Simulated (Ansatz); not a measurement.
Reaction (ligand exchange at a Zr–Cl bond): `C[O][Zr]([Cl])([Cl])[Cl]` + CH₃NH₂ → `C[NH][Zr]([Cl])([Cl])[O]C` + HCl

Isolated molecules relaxed with PBE0-D4/def2-TZVP in Ansatz; ΔE leaves out vibrations. CBS: MP2 limit from def2 TZ/QZ plus the TZ coupled-cluster correction, frozen cores. This one scheme is used for every species. Functionals use def2-TZVPP. B3LYP here is the variant with VWN-RPA as its local correlation; programs differ in this. def2 core potentials past Kr. For Zr outer-core shells are correlated without core-valence functions, which leaves a few kJ/mol of doubt a bond. Each species was taken in one conformer, which may not be the lowest.

(1) Is it downhill or uphill in electronic energy at CCSD(T)/CBS, and by how much? (Best estimate.)

(2) What do these levels give: LDA (SPW92), revPBE-D4, r2SCAN-D4, PBE0-D4, B3LYP-D4, r2SCAN0-D4, r2SCAN, BHLYP, LC-ωPBE, HF/def2-SVP, SCS-MP2/def2-TZVPP, MP2/def2-QZVPP? (An estimate is asked.)

Largest T1 diagnostic among the species: 0.016.

Results:

(1) Computed: Uphill: ΔE = +88.2 kJ/mol.

(2) The calculation gave: LDA (SPW92) 84.2, revPBE-D4 84.7, r2SCAN-D4 93.0, PBE0-D4 91.2, B3LYP-D4 88.6, r2SCAN0-D4 94.9, r2SCAN 94.6, BHLYP 98.4, LC-ωPBE 91.8, HF/def2-SVP 103.9, SCS-MP2/def2-TZVPP 86.6, MP2/def2-QZVPP 89.1 kJ/mol.

Leaving LDA and LC-ωPBE aside and taking each functional with its dispersion term where it has one, the values, not all of them listed here, spread over 12.9 kJ/mol, from revPBE-D4 to B97M-V. LDA lies −6.8 kJ/mol from PBE without D4. At CCSD(T), def2-SVP lies −8.2 kJ/mol from the extrapolated value and def2-TZVPP −3.9 kJ/mol.
